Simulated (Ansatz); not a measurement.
K3Na⁺ was relaxed with PBE0 (def2-TZVP) in Ansatz in these states: charge +1 doublet, charge +1 quartet. The geometries follow in no particular order.

A:

```
atom   x (Å)   y (Å)   z (Å)
 Na1  -1.089   0.052   0.638
  K2   2.093  -0.343  -1.273
  K3  -1.797   0.608  -3.449
  K4   0.792  -0.317   4.085
```

B:

```xyz
4

Na    1.774    1.100   -1.309
K    -1.960   -1.189    1.455
K    -2.524    1.315   -2.561
K     2.711   -1.227    2.414
```

Judge from the bond lengths which geometry belongs to which state (an estimate).

A is the charge +1 doublet (Na1–K2 3.732 Å, Na1–K4 3.944 Å, Na1–K3 4.185 Å); B is the charge +1 quartet (Na1–K2 5.179 Å, Na1–K4 4.489 Å, Na1–K3 4.482 Å).
